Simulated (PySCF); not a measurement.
Job file and geometry (Å, from PBE0-D3(BJ)/def2-SVP) of an NMR shielding run on `[CH3][In]([CH3])[CH3]`, C₃H₉In, GIAO PBE0/pcSseg-1 In:def2-TZVP NMR shielding, core potentials past Kr, else non-relativistic, gas phase (PySCF); density fitting, a coarse starting grid and PySCF grid level 2 are the driver's defaults:

```
{"job": {"kind": "nmr", "xc": "PBE0", "basis": {"default": "pcSseg-1", "In": "def2-TZVP"}}, "charge": 0, "multiplicity": 1}
In    -0.003166     0.000224    -0.004583
C      2.171413    -0.016866    -0.013940
H      2.576386    -1.037260    -0.072110
H      2.554149     0.460545     0.902266
H      2.551723     0.564045    -0.868935
C     -1.072277     1.893767    -0.003047
H     -1.656267     1.993992     0.925746
H     -1.783639     1.929671    -0.843015
H     -0.389149     2.751575    -0.081017
C     -1.100773    -1.876932     0.010928
H     -2.188215    -1.721569    -0.030670
H     -0.861374    -2.442945     0.925308
H     -0.798810    -2.498267    -0.846930
```

Q: What does the program print?

A: 
```
coarse grid: 45880 points
cycle   1  E = -308.7222493296  dE = -3.198e+01  |g| = 2.100e+00  |ddm| = 4.533e+01
cycle   2  E = -307.8687791047  dE =  8.535e-01  |g| = 3.412e+00  |ddm| = 8.149e+00
cycle   3  E = -309.6758173663  dE = -1.807e+00  |g| = 1.695e-01  |ddm| = 3.440e+00
cycle   4  E = -309.6813321434  dE = -5.515e-03  |g| = 1.080e-01  |ddm| = 3.275e-01
cycle   5  E = -309.6841006919  dE = -2.769e-03  |g| = 1.897e-02  |ddm| = 9.871e-02
cycle   6  E = -309.6842032532  dE = -1.026e-04  |g| = 2.315e-03  |ddm| = 2.966e-02
cycle   7  E = -309.6842047401  dE = -1.487e-06  |g| = 1.526e-04  |ddm| = 3.609e-03
final grid: 96016 points
cycle   8  E = -309.6842627872  dE = -1.751e-08  |g| = 1.627e-04  |ddm| = 9.512e-04
cycle   9  E = -309.6842627844  dE =  2.772e-09  |g| = 1.963e-04  |ddm| = 3.649e-04
cycle  10  E = -309.6842627944  dE = -1.000e-08  |g| = 1.073e-05  |ddm| = 1.820e-04
cycle  11  E = -309.6842627944  dE = -1.830e-11  |g| = 2.887e-06  |ddm| = 1.680e-05
converged SCF energy = -309.6842627944

GIAO shielding tensors (ppm)
atom      isotropic    diamagn.    paramagn.     s11        s22        s33       span
  0 In         nan         nan         nan        nan        nan        nan        nan
  1 C      187.051     251.393     -64.342    169.477    194.404    197.274     27.797
  2 H       30.849      29.985       0.864     25.131     28.813     38.604     13.473
  3 H       31.324      29.774       1.550     26.316     28.212     39.445     13.129
  4 H       31.258      29.800       1.458     26.134     28.314     39.324     13.190
  5 C      187.087     251.399     -64.312    169.565    194.310    197.385     27.820
  6 H       31.329      29.760       1.569     26.325     28.192     39.470     13.145
  7 H       31.246      29.791       1.455     26.108     28.314     39.317     13.209
  8 H       30.846      29.985       0.861     25.124     28.819     38.593     13.470
  9 C      187.048     251.397     -64.349    169.391    194.480    197.274     27.883
 10 H       30.845      29.968       0.877     25.125     28.792     38.619     13.495
 11 H       31.314      29.776       1.538     26.290     28.226     39.426     13.136
 12 H       31.261      29.793       1.468     26.149     28.306     39.327     13.178
```

Q: Turn these shieldings into chemical shifts. Referencing at the same level of theory: 13C (σref 184.41) and 1H (σref 31.27) against TMS.

A: Averaging equivalent atoms: C 1/5/9: -2.7; H 2/3/4/6/7/8/10/11/12: 0.13 ppm. No reference was computed at this level for In. 

In is described by an effective core potential, so it has no shielding of its own here; spin–orbit effects on the atoms bonded to it, which can be large, are absent, and the values of these neighbours are rough.

Size and cost of the density-fitted run: 146 basis functions, 18 s wall time on 1 thread of an Arm Neoverse V1, shared host.
